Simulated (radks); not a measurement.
All-electron atom: the cadmium ion Cd+ in [Kr] 4d9.5 5s1.5 (fractional occupations, a model configuration). Method: non-relativistic Kohn-Sham, LDA (Slater exchange, Perdew-Wang correlation), spin-unpolarised, spherical densities, point nucleus; relativity is left out, which matters for an element this heavy; computed with a radial shooting solver on a logarithmic mesh with Libxc functionals.

X-ray form factor f0, the Fourier transform of the density (f0(0) = 47):

sin(theta)/lambda (1/angstrom),f0 (electrons)
0.05,46.272
0.1,44.324
0.15,41.666
0.2,38.752
0.25,35.858
0.3,33.122
0.4,28.367
0.5,24.678
0.6,21.935
0.8,18.232
1,15.498
1.25,12.460
1.5,9.892
2,6.703
